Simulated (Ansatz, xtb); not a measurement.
# Loss of SiH4: C3H8Si → C3H4 + SiH4

Species: C3H8Si (prop-2-enylsilane) `C=CC[SiH3]`, singlet; C3H4 (allene) `C=C=C`, singlet; SiH4 `[SiH4]`, singlet. This is a balance of energies; it says nothing on the path, which may need atoms to shift.

Shapes, held fixed at every level: PBE0-D4/def2-TZVP. Flexible molecules stand in one conformer, not always the lowest. Programs: Ansatz 0.2.0, xtb 6.7.1. Electronic energies: no zero-point or thermal term.

```csv
level,kind,ΔE (kJ/mol),less CCSD(T)/CBS estimate,CPU time (sum over the molecules)
GFN2-xTB,semi-empirical,+125.1,-44.9,0.14 s
HF/def2-TZVPP,Hartree–Fock,+141.4,-28.6,–
PBE-D4/def2-TZVPP,GGA,+162.0,-8.0,8.7 s
r2SCAN-D4/def2-TZVPP,meta-GGA,+163.9,-6.1,16 s
B3LYP-D4/def2-TZVPP,global hybrid,+153.0,-17.0,13 s
wB97X-V/def2-TZVPP,range-separated hybrid,+173.5,+3.5,24 s
CCSD/def2-TZVPP,coupled cluster or CI,+165.1,-4.9,–
CCSD(T)/CBS estimate,coupled cluster or CI,+170.0,0.0,13 min
```

The highest level, CCSD(T)/CBS estimate, gives ΔE = +170.0 kJ/mol; the levels span +125.1 to +173.5. The column of differences is taken from that level and isn't an error. No measured value is set beside it here. The CBS estimate extrapolates MP2 from def2-TZVPP and def2-QZVPP and adds CCSD(T) − MP2 in the triple-zeta set, cores frozen. Times are processor times on shared x86 and Arm servers, and rough.
